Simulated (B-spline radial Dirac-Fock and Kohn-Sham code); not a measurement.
## Binding energies of I³⁺ in different valence configurations

Level of theory: Dirac-Fock energy differences between relaxed states, corrected for Breit and QED terms; an atomic code on a B-spline grid. No correlation.

Reference: the tabulated ground configuration [Kr] 4d10 5s2 5p2, with 2s 5238.4 eV, 3s 1118.9 eV, 3p3/2 920.8 eV, 3d5/2 662.9 eV, 4d3/2 92.60 eV, 5p 38.73 eV, Kα1 28610.3 eV, Kβ1 32291.2 eV, Lα1 3938.7 eV, Lβ2 4510.7 eV.

Shifts from the reference in eV.

```csv
configuration,average energy,2s,3s,3p3/2,3d5/2,4d3/2,5p,Kα1,Kβ1,Lα1,Lβ2
[Kr] 4d10 5s1 5p3,+12.29,+1.28,+1.23,+1.44,+1.44,+1.33,-0.26,-0.09,-0.12,-0.02,+0.09
```

Values without a named source are computed, but for edge energies of neutral atoms, which are taken from tables.
